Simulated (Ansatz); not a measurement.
Ansatz (a first-principles code) input (CCSD(T)/def2-SVPD):

Ansatz 0.2 input:
```yaml
crystal:
  periodic: [false, false, false]
  atoms:
    - {symbol: In, position_ang: [-0.13502049, -0.26849537, -0.11905660]}
    - {symbol: O, position_ang: [1.75275753, 0.18049266, -0.94762285]}
    - {symbol: H, position_ang: [2.35844912, 0.12494586, -0.19847221]}
    - {symbol: O, position_ang: [0.19678019, -0.32801593, 1.96377411]}
    - {symbol: H, position_ang: [-0.36018923, 0.37903304, 2.31168393]}
    - {symbol: O, position_ang: [-1.28164176, 1.47566962, -0.42722270]}
    - {symbol: H, position_ang: [-0.72542356, 2.02712324, -0.99086678]}
basis:
  gaussian:
    orbitals: def2-SVPD
total_charge: -1
magnetization: {spin_polarized: true, initial_magnetization: 1}
correlation: {method: ccsd_t, electrons: outside_noble_gas}
output: {forces: true}
```

Output:

```
Functional definition: HF
integrals: 0.44 GiB planned
1326 factors; integrals over basis functions are off by at most 1.1e-3 eV
mean field: 0.93 GiB planned
mean field evaluation 1: about -11301.1535 eV, gradient 2.7e1 eV
mean field evaluation 2: about -11301.2343 eV, gradient 2.7e1 eV
mean field evaluation 4: about -11304.7802 eV, gradient 2.8e0 eV
mean field evaluation 8: about -11304.9225 eV, gradient 2.2e-1 eV
mean field evaluation 16: about -11304.9241 eV, gradient 3.0e-6 eV
mean field -11304.92408025 eV, -415.4482971963 hartree, gradient 3.0e-6 eV, S^2 0.754860; 0 other end points of the search recorded, 0 dependent functions left out
12 core orbitals not correlated, not the lowest: weight in the atoms' cores, before any rotation towards them, 0.942 or more for the frozen orbitals, at most 0.057 for the correlated occupied ones
reference -11304.92408025 eV, -415.4482971963 hartree; 13, 12 occupied and 100, 101 virtual orbitals, 1326 factors
densities: 2.70 GiB planned
second order -18.84022864 eV of doubles, -0.00000000 eV of singles
coupled cluster: 1.59 GiB planned
cycle   1  -18.34900179 eV  change    4.9e-1 eV  update   1.4e-1
cycle   2  -18.86938914 eV  change   -5.2e-1 eV  update   4.4e-2
cycle   3  -19.03107828 eV  change   -1.6e-1 eV  update   2.5e-2
cycle   4  -19.03130787 eV  change   -2.3e-4 eV  update   7.5e-3
cycle   5  -19.02434881 eV  change    7.0e-3 eV  update   4.0e-3
cycle   6  -19.02537721 eV  change   -1.0e-3 eV  update   1.7e-3
cycle   7  -19.02580125 eV  change   -4.2e-4 eV  update   7.7e-4
cycle   8  -19.02569726 eV  change    1.0e-4 eV  update   3.1e-4
cycle   9  -19.02577391 eV  change   -7.7e-5 eV  update   1.4e-4
cycle  10  -19.02582350 eV  change   -5.0e-5 eV  update   5.6e-5
cycle  11  -19.02576739 eV  change    5.6e-5 eV  update   2.6e-5
cycle  12  -19.02578649 eV  change   -1.9e-5 eV  update   1.1e-5
cycle  13  -19.02578901 eV  change   -2.5e-6 eV  update   5.2e-6
cycle  14  -19.02579094 eV  change   -1.9e-6 eV  update   2.3e-6
perturbative correction -0.59651156 eV, -0.0219213956 hartree
the calculation of the forces begins
Total energy: -11324.54638275 eV, -416.1694035127 hartree
Atom 0 at    -0.135020    -0.268495    -0.119057 Å, force    -0.158508    -0.315202    -0.139768 eV/Å
Atom 1 at     1.752758     0.180493    -0.947623 Å, force     0.060492    -0.001478    -0.180223 eV/Å
Atom 2 at     2.358449     0.124946    -0.198472 Å, force     0.231833     0.043039     0.098431 eV/Å
Atom 3 at     0.196780    -0.328016     1.963774 Å, force     0.072395    -0.136496     0.110769 eV/Å
Atom 4 at    -0.360189     0.379033     2.311684 Å, force    -0.067212     0.150490     0.195250 eV/Å
Atom 5 at    -1.281642     1.475670    -0.427223 Å, force    -0.185938     0.032477     0.022675 eV/Å
Atom 6 at    -0.725424     2.027123    -0.990867 Å, force     0.046939     0.227170    -0.107135 eV/Å
Dipole moment:    -0.065865    -0.130976    -0.058077 e Å
```
